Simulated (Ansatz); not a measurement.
A run for Ansatz (a program for electronic structure): R-CCSD(T)/cc-pV(T+d)Z on H4OSi2 (SMILES O[Si][SiH3]), a point of a torsion scan. Files ending in .json are basis or fitting sets from the Basis Set Exchange.

Ansatz 0.2 input:
```yaml
crystal:
  periodic: [false, false, false]
  atoms:
    - {symbol: O, position_ang: [2.15480048, -0.16314085, 0.02035977]}
    - {symbol: Si, position_ang: [0.84295801, -1.15383485, -0.16799642]}
    - {symbol: Si, position_ang: [0.86350846, -2.45946074, 1.72575299]}
    - {symbol: H, position_ang: [2.18033064, 0.78445574, 0.06098169]}
    - {symbol: H, position_ang: [1.87862848, -3.50470490, 1.93994424]}
    - {symbol: H, position_ang: [-0.41456425, -3.19556574, 1.64096990]}
    - {symbol: H, position_ang: [0.80440194, -1.80552873, 3.04801100]}
basis:
  gaussian:
    orbitals: cc-pV_T+d_Z.json
magnetization: {spin_polarized: false}
correlation: {method: ccsd_t, electrons: outside_noble_gas}
scf: {lower_state_search: off}
```

The head of its log:

```
WARN ansatz: RAYON_NUM_THREADS=1 ignored (pool sized by the plan → 1); use --threads N
Functional definition: HF
these checks for a lower state are left out or cut short: stability, starts, cluster_reference, orbital_swaps, neighbouring_geometries, increment
integrals: 0.45 GiB planned
969 factors; integrals over basis functions are off by at most 1.1e-3 eV
mean field: 0.43 GiB planned
mean field evaluation 1: about -17822.6186 eV, gradient 3.6e1 eV
mean field evaluation 2: about -17822.7650 eV, gradient 3.7e1 eV
mean field evaluation 4: about -17825.7055 eV, gradient 3.3e0 eV
mean field evaluation 8: about -17825.7882 eV, gradient 2.2e-1 eV
mean field evaluation 16: about -17825.7888 eV, gradient 3.2e-6 eV
mean field -17825.78875915 eV, -655.0856541451 hartree, gradient 3.2e-6 eV, S^2 0.000000; 0 other end points of the search recorded, 0 dependent functions left out
11 core orbitals not correlated
reference -17825.78875915 eV, -655.0856541451 hartree; 9, 9 occupied and 144, 144 virtual orbitals, 969 factors
```

Question: Predict the final total energy.

Answer: -655.6142 hartree (reference determinant -655.0857, T1 diagnostic 0.016).
